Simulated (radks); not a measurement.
Results of a calculation; reference values are marked as such.
Problem. All-electron atom: the lanthanum ion La+ in [Xe] 5d2. Level of theory: Dirac Kohn-Sham, Slater X-alpha with alpha = 0.633, spin-unpolarised, spherical densities, finite nucleus; open shells fill j = l - 1/2 first; Fermi nuclear charge, rms radius 4.855 fm (a radial shooting solver on a logarithmic mesh with Libxc functionals). Some entries of the table are withheld. Estimate them.

orbital,occ.,eigenvalue (eV),<r^2> (bohr^2),<1/r> (bohr^-1)
1s1/2,2,-38648.85,0.0008555,61.94
2s1/2,2,-6148.099,0.01359,14.57
2p1/2,2,-5800.074,0.009979,14.56
2p3/2,4,-5388.176,0.01125,13.24
3s1/2,2,-1314.405,0.09328,5.240
3p1/2,2,(1),0.08805,5.156
3p3/2,4,(2),0.09573,4.827
3d3/2,4,-829.1002,0.07878,4.692
3d5/2,6,-811.9539,0.08096,4.609
4s1/2,2,-266.1084,0.4852,2.171
4p1/2,2,-212.1494,(3),2.067
4p3/2,4,-194.9908,(4),1.958
4d3/2,4,-106.4548,0.6793,1.737
4d5/2,6,-103.4879,0.6967,1.711
5s1/2,2,-41.0313,2.758,0.8516
5p1/2,2,-26.4451,3.552,0.7470
5p3/2,4,-23.9551,3.910,0.7071
5d3/2,2,-6.1463,10.80,0.4351
5d5/2,0,-5.9716,11.24,0.4259

Solution. 
(1) 3p1/2 eigenvalue (eV): -1167.513
(2) 3p3/2 eigenvalue (eV): -1087.371
(3) 4p1/2 <r^2> (bohr^2): 0.5202
(4) 4p3/2 <r^2> (bohr^2): 0.5631
